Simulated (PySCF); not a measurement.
Species: C4H3ClO2S2.
SMILES with atom numbers: `[O:1]=[S:2](=[O:3])([Cl:4])[c:5]1[cH:6][cH:7][cH:8][s:9]1` (hydrogens: H10 on C6; H11 on C7; H12 on C8)

The same species was optimised twice, with GFN2-xTB and with PBE0-D3(BJ)/def2-SVP (PySCF), and the same property calculations (PySCF, gas phase) were run on both structures.

| coordinate | GFN2-xTB | PBE0-D3(BJ)/def2-SVP | change |
| --- | --- | --- | --- |
| S2–Cl4 (Å) | 2.038 | 2.095 | +0.057 |
| S2=O3 (Å) | 1.424 | 1.445 | +0.021 |
| O1=S2 (Å) | 1.424 | 1.445 | +0.021 |
| C5–C6 (Å) | 1.361 | 1.374 | +0.013 |
| C7–C8 (Å) | 1.363 | 1.375 | +0.012 |
| C5–S9 (Å) | 1.710 | 1.720 | +0.010 |
| S2–C5 (Å) | 1.748 | 1.740 | -0.008 |
| C8–S9 (Å) | 1.718 | 1.710 | -0.008 |
| C6–C7 (Å) | 1.409 | 1.416 | +0.007 |
| O1–S2–O3 (°) | 120.2 | 123.3 | +3.1 |
| S2–C5–S9 (°) | 118.4 | 121.2 | +2.8 |
| S2–C5–C6 (°) | 127.9 | 125.6 | -2.3 |
| O3–S2–C5 (°) | 110.4 | 108.9 | -1.5 |
| O1–S2–C5 (°) | 110.0 | 108.9 | -1.1 |
| O1–S2–Cl4 (°) | 106.8 | 106.2 | -0.6 |
| C5–S9–C8 (°) | 89.9 | 90.4 | +0.5 |
| C6–C5–S9 (°) | 113.7 | 113.2 | -0.5 |
| O1–S2–C5–C6 (°) | 157 | 156 | -1 |

Rotational constants: A = 1950, B = 761.1, C = 733.5 MHz (GFN2-xTB) against A = 1889, B = 752.8, C = 723.4 MHz (PBE0-D3(BJ)/def2-SVP). Point groups within 0.08 Å: C1 and C1.

On the GFN2-xTB structure: HOMO (eV) -8.07 [PBE0/pcSseg-1]; LUMO (eV) -2.24 [PBE0/pcSseg-1]; dipole (D) 5.19 [PBE0/pcSseg-1]; GIAO shielding of O1/O3 (mean) (ppm) 32.9 [PBE0/pcSseg-1]; GIAO shielding of S2 (ppm) 195.3 [PBE0/pcSseg-1]; GIAO shielding of Cl4 (ppm) 280.1 [PBE0/pcSseg-1]; GIAO shielding of C5 (ppm) 29.8 [PBE0/pcSseg-1]; GIAO shielding of C6 (ppm) 51.1 [PBE0/pcSseg-1]; GIAO shielding of C7 (ppm) 54.8 [PBE0/pcSseg-1]; GIAO shielding of C8 (ppm) 42.7 [PBE0/pcSseg-1]; GIAO shielding of S9 (ppm) 261.7 [PBE0/pcSseg-1].

Question: What do these properties become on the PBE0-D3(BJ)/def2-SVP structure?

Answer: 
```json
{"property": "HOMO (eV)", "level": "PBE0/pcSseg-1", "on GFN2-xTB": "-8.07", "on PBE0-D3(BJ)/def2-SVP": "-8.07", "change": "0.00"}
{"property": "LUMO (eV)", "level": "PBE0/pcSseg-1", "on GFN2-xTB": "-2.24", "on PBE0-D3(BJ)/def2-SVP": "-2.48", "change": "-0.24"}
{"property": "dipole (D)", "level": "PBE0/pcSseg-1", "on GFN2-xTB": "5.19", "on PBE0-D3(BJ)/def2-SVP": "5.26", "change": "+0.07"}
{"property": "energy, GFN2-xTB geometry as zero (kcal/mol)", "level": "PBE0/pcSseg-1", "on GFN2-xTB": "0.0", "on PBE0-D3(BJ)/def2-SVP": "-2.4", "change": "-2.4"}
{"property": "GIAO shielding of O1/O3 (mean) (ppm)", "level": "PBE0/pcSseg-1", "on GFN2-xTB": "32.9", "on PBE0-D3(BJ)/def2-SVP": "4.7", "change": "-28.2"}
{"property": "GIAO shielding of S2 (ppm)", "level": "PBE0/pcSseg-1", "on GFN2-xTB": "195.3", "on PBE0-D3(BJ)/def2-SVP": "169.4", "change": "-25.9"}
{"property": "GIAO shielding of Cl4 (ppm)", "level": "PBE0/pcSseg-1", "on GFN2-xTB": "280.1", "on PBE0-D3(BJ)/def2-SVP": "195.3", "change": "-84.8"}
{"property": "GIAO shielding of C5 (ppm)", "level": "PBE0/pcSseg-1", "on GFN2-xTB": "29.8", "on PBE0-D3(BJ)/def2-SVP": "28.3", "change": "-1.5"}
{"property": "GIAO shielding of C6 (ppm)", "level": "PBE0/pcSseg-1", "on GFN2-xTB": "51.1", "on PBE0-D3(BJ)/def2-SVP": "45.7", "change": "-5.4"}
{"property": "GIAO shielding of C7 (ppm)", "level": "PBE0/pcSseg-1", "on GFN2-xTB": "54.8", "on PBE0-D3(BJ)/def2-SVP": "52.7", "change": "-2.1"}
{"property": "GIAO shielding of C8 (ppm)", "level": "PBE0/pcSseg-1", "on GFN2-xTB": "42.7", "on PBE0-D3(BJ)/def2-SVP": "40.8", "change": "-1.9"}
{"property": "GIAO shielding of S9 (ppm)", "level": "PBE0/pcSseg-1", "on GFN2-xTB": "261.7", "on PBE0-D3(BJ)/def2-SVP": "258.9", "change": "-2.8"}
```

The heavy atoms differ by 0.042 Å rms after alignment. Among bonds between heavy atoms S2–Cl4 changes most (+0.057 Å). Changes are differences of the printed values. Neither structure is proved a minimum here.

The values belong to the conformer `[O:1]=[S:2](=[O:3])([Cl:4])[c:5]1[cH:6][cH:7][cH:8][s:9]1`: O1–S2–C5–C6 156°.
